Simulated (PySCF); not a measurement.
**Zn²⁺: ionisation energy**

Zn²⁺ [Ar] 3d10 (1S) → Zn³⁺ [Ar] 3d9 (2D), as a difference of total energies. Computed with PySCF 2.14 in aug-cc-pVDZ-PP with ECP10MDF, with scalar relativity through the core potential. Correlated levels: valence: 3s2 3p6 frozen. The calculations carry no spin-orbit coupling.

| method | ionisation energy (eV) |
| --- | --- |
| UHF | 37.027 |
| LDA | 40.714 |
| PBE | 39.991 |
| PBE0 | 39.567 |
| r2SCAN | 39.452 |
| BHandHLYP | 39.078 |
| LC-wPBE | 39.906 |
| PBEsol | 40.097 |
| wB97M-V | 39.295 |
| MP2 (valence) | 39.936 |
| SCS-MP2 (valence) | 39.588 |

Problem. How much does correlation contribute at MP2 (valence)?

Solution. 39.936 − (37.027) = 2.909 eV, measured against UHF.

The reference lies between the lowest fine-structure levels, while these numbers refer to the centres of the terms.

Errors of the correlated levels include the incompleteness of this basis and the frozen core.

For comparison: 39.723 eV (measured; NIST Atomic Spectra Database, ionization energies).
